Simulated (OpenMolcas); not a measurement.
**Computed levels of Ba**

* Program: OpenMolcas 26.06
* Method: SS-CASPT2, IPEA 0.25 Eh, imaginary shift 0.1 Eh (closed shells correlated: 5s 5p)
* Basis: ANO-RCC-VTZP [8s7p4d2f1g]
* Scalar Hamiltonian: DKH2, point nucleus
* Active space: 2 electrons in 8 orbitals (6s 6p 7s 7p)
* State averaging: 2S+1 = 3 even, 1 root; 2S+1 = 1 even, 7 roots; 2S+1 = 3 odd, 3 roots; 2S+1 = 1 odd, 3 roots
* Spin-orbit coupling: RASSI with atomic mean-field integrals over the reference wave functions, term energies averaged over their components

Spin-free terms above the lowest, with the occupations of the reference (each correlating shell added to its valence partner):

```
Configuration  Term  E (cm-1)      Occupations
          6s2    1S       0.0  6s 1.82 6p 0.18
        6s 6p   3P*     12470  6s 1.00 6p 1.00
        6s 6p   1P*     21030  6s 1.00 6p 1.00
```

With spin-orbit coupling, above the lowest level:

```
Configuration  Term  J  E (cm-1)  Measured (cm-1)      g  Term weight %
          6s2    1S  0       0.0              0.0                   100
        6s 6p   3P*  0     11930            12266                   100
        6s 6p   3P*  1     12190            12637  1.501            100
        6s 6p   3P*  2     12740            13515  1.501            100
        6s 6p   1P*  1     21030            18060  1.000            100
```

Against the 4 measured excited levels shown (NIST Handbook of Basic Atomic Spectroscopic Data) the mean absolute deviation is 1100 cm-1; the largest miss in energy is 6s 6p 1P* 1: computed 21030, measured 18060 cm-1 (+16.5 %).

The run also gave levels led by 6s 7s, which use shells meant for correlation; these and all levels above them are left out. Computed and measured levels are paired by configuration, term and J; levels that our copy of the source lacks, or whose pairing is in doubt (as where it misses far off the trend of its configuration), stay unpaired and out of the deviations. Only configurations of the active space appear. The first state left out of the spin-orbit step lies near 32000 cm-1 above the lowest spin-free state of the reference (among the parities and spins computed), and the list stops at four fifths of that energy or lower.

The term weight is that of the spin-free term in the level, not the purity of its configuration. * marks odd parity.
